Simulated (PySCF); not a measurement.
## ECD: `F[C@@H]1[C@H](C)[C@@H]1[Si@H](C)Cl`, C5H10ClFSi

Molfile (atoms numbered from 1):
```
C5H10ClFSi
     RDKit          3D

 18 18  0  0  0  0  0  0  0  0999 V2000
   -2.2829    0.5976    0.1316 C   0  0  0  0  0  0  0  0  0  0  0  0
   -1.5229   -0.6711    0.4207 C   0  0  1  0  0  0  0  0  0  0  0  0
   -0.7632   -1.3675   -0.6583 C   0  0  1  0  0  0  0  0  0  0  0  0
   -0.7234   -0.7973   -1.9005 F   0  0  0  0  0  0  0  0  0  0  0  0
   -0.0095   -0.6963    0.4495 C   0  0  1  0  0  0  0  0  0  0  0  0
    1.0503    0.8351    0.1111 Si  0  0  2  0  0  4  0  0  0  0  0  0
    2.8709    0.2971    0.1372 C   0  0  0  0  0  0  0  0  0  0  0  0
    0.7294    2.1473    1.6273 Cl  0  0  0  0  0  0  0  0  0  0  0  0
   -3.3182    0.3637   -0.1106 H   0  0  0  0  0  0  0  0  0  0  0  0
   -1.8445    1.1260   -0.7101 H   0  0  0  0  0  0  0  0  0  0  0  0
   -2.2701    1.2528    0.9999 H   0  0  0  0  0  0  0  0  0  0  0  0
   -2.0226   -1.3189    1.1337 H   0  0  0  0  0  0  0  0  0  0  0  0
   -0.7768   -2.4465   -0.7611 H   0  0  0  0  0  0  0  0  0  0  0  0
    0.4200   -1.3847    1.1703 H   0  0  0  0  0  0  0  0  0  0  0  0
    0.7051    1.5023   -1.1412 H   0  0  0  0  0  0  0  0  0  0  0  0
    3.5281    1.1467   -0.0213 H   0  0  0  0  0  0  0  0  0  0  0  0
    3.1407   -0.1487    1.0914 H   0  0  0  0  0  0  0  0  0  0  0  0
    3.0808   -0.4313   -0.6396 H   0  0  0  0  0  0  0  0  0  0  0  0
  1  2  1  0
  2  3  1  0
  3  4  1  0
  3  5  1  0
  5  6  1  0
  6  7  1  0
  6  8  1  0
  5  2  1  0
  1  9  1  0
  1 10  1  0
  1 11  1  0
  2 12  1  1
  3 13  1  6
  5 14  1  1
  6 15  1  6
  7 16  1  0
  7 17  1  0
  7 18  1  0
M  END
```

Theory: PySCF 2.14.0, TDDFT CAM-B3LYP/def2-SVPD circular dichroism and optical rotation, one conformer, gas phase. Geometry: GFN2-xTB.

The molecule is flexible and this is one conformer; a measurement averages over conformers.

(1) Assign R or S to each stereocentre.

(2) Which excitations and rotatory strengths does the calculation give?

Results:

(1) C2 S, C3 R, C5 S, Si6 S.

(2) Rotatory strengths R in 10⁻⁴⁰ esu² cm², velocity form and length form (origin at the centre of mass); f in length form.
```
state  E (eV)  λ (nm)      f  R (velocity)  R (length)                                    main
    1    7.47     166  0.002          +2.9        +2.6        HOMO→LUMO 0.59, HOMO→LUMO+1 0.25
    2    7.79     159  0.020         +15.0       +14.8      HOMO→LUMO+2 0.33, HOMO→LUMO+1 0.30
    3    7.89     157  0.002          +5.2        +5.1    HOMO−1→LUMO 0.46, HOMO−1→LUMO+1 0.23
    4    8.04     154  0.014         -18.7       -20.6  HOMO−2→LUMO+1 0.25, HOMO−1→LUMO+1 0.17
    5    8.06     154  0.018         -63.5       -59.6        HOMO→LUMO+2 0.25, HOMO→LUMO 0.15
    6    8.30     149  0.092         +21.5       +21.2    HOMO→LUMO+3 0.26, HOMO−1→LUMO+2 0.26
    7    8.38     148  0.003          +0.6         0.0    HOMO→LUMO+3 0.34, HOMO−1→LUMO+2 0.16
    8    8.48     146  0.037         +61.1       +59.9  HOMO−2→LUMO+1 0.22, HOMO−2→LUMO+2 0.21
    9    8.51     146  0.018          +4.1        +4.0  HOMO−3→LUMO+1 0.38, HOMO−3→LUMO+2 0.14
   10    8.63     144  0.013         +11.8       +11.5    HOMO−2→LUMO 0.28, HOMO−1→LUMO+3 0.18
   11    8.79     141  0.028         +28.6       +28.4    HOMO−3→LUMO 0.37, HOMO−3→LUMO+2 0.22
   12    8.87     140  0.011         +10.9       +10.2  HOMO−1→LUMO+3 0.54, HOMO−1→LUMO+2 0.13
   13    8.88     140  0.028         +21.8       +20.3    HOMO−3→LUMO 0.19, HOMO−3→LUMO+2 0.17
   14    8.97     138  0.011         +27.8       +26.4      HOMO→LUMO+6 0.27, HOMO−2→LUMO 0.09
   15    9.03     137  0.048         +46.4       +44.3      HOMO→LUMO+4 0.42, HOMO→LUMO+6 0.16
   16    9.07     137  0.029         -25.5       -25.7    HOMO→LUMO+5 0.41, HOMO−3→LUMO+3 0.13
```

For state 7 the two forms differ in sign, so the sign of R isn't settled.

Among the states computed, the strongest CD band (largest |R|) is state 5. The largest dissymmetry factor in size, g = 4R/(D+G), with D and G the electric and magnetic dipole strengths, is -0.04 for state 5 (velocity form, f = 0.019), among bands with |R| over 0.5. The mirror image has the same energies and oscillator strengths and all R with the opposite sign.
